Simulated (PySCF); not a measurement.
SMILES [CH3][Ge]([SiH2][SiH3])([CH3])[CH3] (C3H14GeSi2) (GFN2-xTB optimised geometry):

```
20

Si    -0.235    -0.087    -1.888
Si     0.591     0.971     0.000
Ge    -0.153     0.023     2.042
C      1.346    -0.442     3.270
C     -1.363     1.241     3.054
C     -1.175    -1.660     1.739
H      0.283    -1.452    -2.034
H     -1.697    -0.204    -1.866
H      0.105     0.620    -3.124
H      2.063     0.971     0.000
H      0.241     2.400     0.000
H      2.013    -1.168     2.813
H      0.968    -0.869     4.195
H      1.933     0.438     3.520
H     -0.855     2.164     3.321
H     -2.238     1.500     2.464
H     -1.706     0.769     3.971
H     -2.063    -1.478     1.139
H     -0.571    -2.400     1.221
H     -1.495    -2.094     2.683
```

Computed with CAM-B3LYP/def2-SVP in PySCF 2.14.0.

Problem. What are the frontier orbital energies and the dipole moment?

Solution. HOMO-2 -9.49 eV, HOMO-1 -9.40 eV, HOMO -8.78 eV, LUMO 1.31 eV, LUMO+1 1.37 eV; dipole moment 0.76 D.

Meta-Löwdin charges at CAM-B3LYP/def2-SVP: Si1 0.26, Si2 0.13, Ge3 0.58, C4 -0.49, C5 -0.49, C6 -0.50, H7 -0.09, H8 -0.09, H9 -0.09, H10 -0.08, H11 -0.08, H12 0.10, H13 0.10, H14 0.10, H15 0.10, H16 0.10, H17 0.10, H18 0.10, H19 0.10, H20 0.10.
